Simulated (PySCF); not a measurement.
C5H4O2.

```xyz
11

C     -0.1670    -2.8377     0.0000
C      0.0851    -1.5567     0.0000
C      0.2609    -0.2554     0.0000
O      1.4189     0.5009     0.0000
C      0.7025     1.7499     0.0000
C     -0.6121     0.9631     0.0000
O     -1.7757     1.2145     0.0000
H     -0.2757    -3.3994    -0.9358
H     -0.2757    -3.3994     0.9358
H      0.8948     2.3484    -0.9049
H      0.8948     2.3484     0.9049
```

Geometry optimised at PBE0-D3(BJ)/def2-SVP. This is a generated structure with no PubChem entry under its InChIKey; it may be hypothetical.

All values below come from PBE0/pcSseg-1 run with PySCF. Non-relativistic, no solvent.

Computed absolute GIAO shielding of each atom: isotropic value and principal components (ppm):
| atom | σ(iso) | σ11 | σ22 | σ33 | span |
|---|---|---|---|---|---|
| C1 | 85.6 | -5.2 | 94.5 | 167.5 | 172.7 |
| C2 | -23.1 | -56.0 | -38.0 | 24.9 | 80.9 |
| C3 | 36.8 | -11.8 | 59.9 | 62.2 | 74.1 |
| O4 | 252.3 | 198.2 | 252.7 | 305.8 | 107.6 |
| C5 | 94.2 | 50.0 | 88.9 | 143.8 | 93.9 |
| C6 | -8.0 | -99.0 | 2.4 | 72.7 | 171.7 |
| O7 | -284.0 | -788.9 | -372.9 | 309.9 | 1098.8 |
| H8 | 25.2 | 23.7 | 23.9 | 27.9 | 4.2 |
| H9 | 25.2 | 23.7 | 23.9 | 27.9 | 4.2 |
| H10 | 26.3 | 23.5 | 25.0 | 30.3 | 6.8 |
| H11 | 26.3 | 23.5 | 25.0 | 30.3 | 6.8 |
